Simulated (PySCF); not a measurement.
GeH6Si, SMILES [GeH3][SiH3]. Atoms are numbered in the order given.

```xyz
8

Si     0.0000     0.0000     1.6020
Ge     0.0000     0.0000    -0.7756
H      1.2090     0.6980     2.1132
H     -1.2090     0.6980     2.1132
H      0.0000    -1.3961     2.1132
H      1.2467    -0.7198    -1.3163
H     -1.2467    -0.7198    -1.3163
H      0.0000     1.4396    -1.3163
```
Charge 0, spin multiplicity 1.

Coordinates come from a PBE0-D3(BJ)/def2-TZVP optimisation.

The numbers are results of B3LYP/def2-TZVPD run with PySCF, not measurements.

Symmetry labels are those of the subgroup Cs that the program uses (full group C3v).

Problem. List the valence orbital energies around the gap with their symmetry. (The exact figures need the calculation; the answer reports its results.)

Solution. 
```
orbital  symmetry  energy (eV)
-------  --------  -----------
HOMO−7         A'       -32.75
HOMO−6         A'       -15.81
HOMO−5         A'       -14.04
HOMO−4         A'        -9.95
HOMO−3         A"        -9.95
HOMO−2         A'        -9.23
HOMO−1         A"        -9.23
HOMO           A'        -8.09
LUMO           A'        -0.26
LUMO+1         A'        -0.04
LUMO+2         A"         0.22
LUMO+3         A'         0.22
```
